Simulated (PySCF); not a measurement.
MRb anions for M along the alkali metals

MP2 with double-zeta basis sets in PySCF, for the lowest determinant that a PBE0 search found; no spin–orbit coupling. De refers to high-spin ground-configuration atoms (the charge goes to the atom of lower measured ionisation energy or higher electron affinity, which is not always the lowest computed limit).

```tsv
M	basis	reference, frozen orbitals	charged atom	state (unpaired electrons)	Re (Å)	ωe (cm⁻¹)	De (eV)
Li	def2-SVPD	ROHF, 0	Li−	doublet (σ ↑)	4.042	114	n/a
Na	def2-SVPD	ROHF, 1	Na−	doublet (σ ↑)	4.188	66.2	n/a
K	def2-SVPD	ROHF, 5	K−	doublet (σ ↑)	4.603	48.0	n/a
Rb	def2-SVPD	ROHF, 0	Rb−	doublet (σ ↑)	4.836	34.9	n/a
Cs	def2-SVPD	ROHF, 0	Rb−	doublet (σ ↑)	5.056	31.0	n/a
```

The shortest bond is that of RbLi⁻ (4.042 Å), the longest that of CsRb⁻ (5.056 Å).

Down a group the atoms grow and get heavier, so bonds lengthen and wavenumbers fall; this series shows no clear exception.

Correlated steps freeze the inner cores (0 to 5 orbitals); shallow outer-core shells are correlated. Spin–orbit coupling is left out. States were picked by a PBE0 search and need not be the measured ground states.
